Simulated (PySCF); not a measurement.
HAlCl$_{2}$ (SMILES [Cl][AlH][Cl]), singlet, geometry from GFN2-xTB (such geometries of metal compounds can be far from the true shape). Base run: PBE0/def2-SVP, polarisability (PySCF).

PySCF was given this input:
```python
from pyscf import gto, scf, dft
from pyscf.prop import polarizability

mol = gto.Mole()
mol.atom = '''
    Al   -0.41006117   -0.46267239    0.16435124
    H    -1.38536588   -1.56310960    0.55525033
    Cl    1.44447255   -0.50908263    0.97140246
    Cl   -1.04940425    0.95483855   -1.12974460
'''
mol.basis = 'def2-svp'
mol.verbose = 4
mol.build()

mf = dft.RKS(mol)
mf.xc = 'pbe0'
mf.kernel()
alpha = mf.Polarizability().polarizability()[2, 2]
print('alpha_zz =', alpha)
```

Problem. The base was run again with changes. Order these runs by alpha_zz (bohr³), lowest first: basis = cc-pVDZ | basis = 6-31G* | basis = def2-TZVP | basis = aug-cc-pVDZ | functional = pbe | basis = cc-pVTZ.

Solution. basis = 6-31G* (alpha_zz (bohr³) 35.54), functional = pbe (alpha_zz (bohr³) 35.87), basis = cc-pVDZ (alpha_zz (bohr³) 37.53), basis = def2-TZVP (alpha_zz (bohr³) 43.54), basis = cc-pVTZ (alpha_zz (bohr³) 43.59), basis = aug-cc-pVDZ (alpha_zz (bohr³) 48.25)

Finite-field rows take the second difference of the energy in a field along z; a small field with loose convergence shows SCF noise divided by the square of the field, and a large one adds hyperpolarisability.
